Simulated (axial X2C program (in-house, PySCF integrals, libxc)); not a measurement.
## Outer orbitals of MoC⁻ at 1.686 Å, PBE0

Computed with an axial X2C code built on PySCF integrals. Spin-free means the one-electron spin-free X2C Hamiltonian; two-component (2c) means X2C with spin–orbit coupling and atomic mean-field two-electron Coulomb and Gaunt terms, so the difference of the two also holds small scalar two-electron terms. Basis: Mo dyall-acv3z [12s13p10d5f3g], C dyall-av3z [8s7p3d2f] (cores contracted in-house); Gaussian nuclei, density fitting, unrestricted open shells. Masses: Mo 97.905 u, C 12.000 u.

The distance is close to the 2c PBE0 minimum; the highest filled and lowest empty levels are listed.

Spin-free orbitals, state M_S = 3/2, Λ = 0 (beyond evenly filled blocks: σα, δ+α, δ-α) (Löwdin shares):

```tsv
symmetry	occupied	ε (eV)	atomic character
σβ	yes	-35.29	92% Mo p, 3% C p, 2% C d
π-β	yes	-33.99	95% Mo p, 3% C f
π+β	yes	-33.99	95% Mo p, 3% C f
σβ	yes	-8.37	55% C s, 21% Mo d, 10% Mo p
σα	yes	-7.75	52% C s, 26% Mo d, 9% Mo p
π-α	yes	-1.42	63% Mo d, 33% C p
π+α	yes	-1.42	63% Mo d, 33% C p
σα	yes	-1.09	48% Mo d, 22% C p, 13% C s
π-β	yes	-1.06	49% C p, 44% Mo d, 3% Mo p
π+β	yes	-1.06	49% C p, 44% Mo d, 3% Mo p
σβ	yes	-0.69	47% C p, 34% Mo d, 8% Mo p
δ-α	yes	-0.34	94% Mo d, 3% C f, 2% C d
δ+α	yes	-0.34	94% Mo d, 3% C f, 2% C d
σα	yes	0.08	44% Mo s, 27% Mo p, 23% C p
σα	no	1.76	89% Mo p, 8% Mo s
π-α	no	1.80	99% Mo p
π+α	no	1.80	99% Mo p
σβ	no	1.95	98% Mo p
```

The highest filled level is positive, so this functional does not bind it, and the empty levels of an anion are set by the basis.

Spinors with spin–orbit coupling (state Ω = 3/2):

| ω | occupied | ε (eV) | atomic character | λ mixture |
| --- | --- | --- | --- | --- |
| -1/2 | yes | -34.77 | 92% Mo p, 3% C p, 2% C d | 84% σ, 16% π |
| 1/2 | yes | -34.19 | 94% Mo p, 2% C f | 78% π, 22% σ |
| -3/2 | yes | -33.14 | 95% Mo p, 3% C f | 100% π |
| -1/2 | yes | -8.37 | 55% C s, 21% Mo d, 10% Mo p | 100% σ |
| 1/2 | yes | -7.75 | 52% C s, 26% Mo d, 9% Mo p | 100% σ |
| -1/2 | yes | -1.45 | 63% Mo d, 32% C p | 100% π |
| 3/2 | yes | -1.40 | 63% Mo d, 33% C p | 100% π |
| 1/2 | yes | -1.13 | 46% Mo d, 34% C p, 7% C s | 54% σ, 46% π |
| -3/2 | yes | -1.05 | 49% C p, 44% Mo d, 3% Mo p | 99% π, 1% δ |
| 1/2 | yes | -1.04 | 46% Mo d, 37% C p, 6% C s | 54% π, 46% σ |
| -1/2 | yes | -0.69 | 47% C p, 34% Mo d, 8% Mo p | 100% σ |
| -3/2 | yes | -0.42 | 94% Mo d, 3% C f, 2% C d | 99% δ, 1% π |
| 5/2 | yes | -0.26 | 94% Mo d, 3% C f, 3% C d | 100% δ |
| 1/2 | yes | 0.08 | 44% Mo s, 27% Mo p, 23% C p | 100% σ |
| 1/2 | no | 1.77 | 88% Mo p, 10% Mo s | 100% σ |
| -1/2 | no | 1.80 | 99% Mo p | 100% π |
| 3/2 | no | 1.80 | 99% Mo p | 100% π |
| -1/2 | no | 1.96 | 98% Mo p | 100% σ |

The highest filled level is positive, so this functional does not bind it, and the empty levels of an anion are set by the basis.

Mulliken charges and populations of the two-component result (they depend on the basis, above all on diffuse functions):

Mo -0.42 e (s 8.83 p 18.31 d 15.25 f 0.03), C -0.58 e (s 3.73 p 2.77 d 0.07 f 0.01). ⟨Lz⟩ = 0.00 ħ and ⟨Sz⟩ = 1.50 ħ (1.82 and -0.32 on the two atoms), which add up to Ω.

The state is a single determinant with fixed occupations, the lowest that a limited PBE0 search found. Density functionals use the spin component along the axis (collinear). PBE0 can misorder states that lie within some tenths of an eV, so this need not be the ground state of the molecule. The nearest other spin-free determinant of the search, M_S = 1/2, Λ = 2, lies 0.90 eV up at the distance of the search. With several unpaired electrons one determinant need not be a pure state. The highest occupied level of some functionals is positive through self-interaction error; at Hartree–Fock it is bound. This is the top spin component of a Σ state; components of lower Ω are not single determinants and can lie lower. The determinant is spin-polarised beyond a pure state at some levels (its spin-free form has ⟨S²⟩ too high), which makes Re and μ there less reliable.
